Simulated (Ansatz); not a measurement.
# Ligand exchange: BH(CH3)I + AlH(CH3)(SH) → BH(CH3)(SH) + AlH(CH3)I

Species: BH(CH3)I, singlet; AlH(CH3)(SH), singlet; BH(CH3)(SH), singlet; AlH(CH3)I, singlet. The partners trade I for SH: B–I and Al–SH bonds give way to B–SH and Al–I.

Shapes, held fixed at every level: PBE0-D4/def2-TZVP. Flexible molecules stand in one conformer, not always the lowest. Programs: Ansatz 0.2.0. Electronic energies: no zero-point or thermal term.

```
                level                   kind  ΔE (kJ/mol)  less CCSD(T)/def2-TZVPP
        HF/def2-TZVPP           Hartree–Fock        -63.7                     -7.6
     SPW92/def2-TZVPP                    LDA        -60.1                     -4.0
    PBE-D4/def2-TZVPP                    GGA        -57.6                     -1.5
  B3LYP-D4/def2-TZVPP          global hybrid        -58.3                     -2.2
r2SCAN0-D4/def2-TZVPP          global hybrid        -61.2                     -5.1
       MP2/def2-TZVPP    perturbation theory        -57.1                     -1.0
      CCSD/def2-TZVPP  coupled cluster or CI        -57.1                     -1.0
   CCSD(T)/def2-TZVPP  coupled cluster or CI        -56.1                      0.0
```

The highest level, CCSD(T)/def2-TZVPP, gives ΔE = -56.1 kJ/mol; the levels span -63.7 to -56.1. The column of differences is taken from that level and isn't an error. No measured value is set beside it here. For atoms past krypton def2 sets carry core potentials with scalar relativity. Outer-core shells of I are correlated, in sets that cover them unevenly.
